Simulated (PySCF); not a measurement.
## V+ (vanadium, charge +1): UHF calculation

Configuration: [Ar] 3d4, high-spin 5D determinant. Computed with PySCF 2.14 in aug-cc-pVDZ (7s6p4d2f, 59 functions), with no relativity, point nucleus.

```json
{
 "Total energy": "-942.672944 hartree",
 "One-electron energy": "-1292.6397 hartree",
 "Hartree (Coulomb) energy": "394.3158 hartree",
 "Exchange energy": "-44.3490 hartree",
 "Kinetic energy": "942.93730 hartree",
 "⟨S²⟩": "6.0011",
 "⟨L²⟩": "6.020",
 "Sum of ⟨r⟩": "16.37 bohr",
 "Sum of ⟨r²⟩": "21.67 bohr²",
 "Traceless quadrupole moment −½Σ⟨3z² − r²⟩ along its main axis": "-0.882 e·bohr²",
 "Density at the nucleus (Gaussians lack the cusp)": "8110 bohr⁻³",
 "Spin density at the nucleus": "-0.337 bohr⁻³",
 "Langevin diamagnetic susceptibility": "-17.2 ×10⁻⁶ cm³/mol",
 "Time after the integrals": "0.53 s of wall time on 1 thread of Neoverse-N1 (shared host)"
}
```

```tsv
shell	electrons	mean orbital energy (hartree)	spread (hartree)	rms radius, mean of both spins (bohr)
1s α	1	-201.56004	0	0.0776
1s β	1	-201.55999	0	0.0776
2s α	1	-23.94045	0	0.335
2s β	1	-23.87319	0	0.335
2p α	3	-20.09384	0.00189	0.304
2p β	3	-20.02617	0.02129	0.304
3s α	1	-3.36722	0	1.04
3s β	1	-3.11696	0	1.04
3p α	3	-2.25537	0.03832	1.13
3p β	3	-1.94341	0.06112	1.13
3d α	4	-0.58299	0.05500	1.67
```
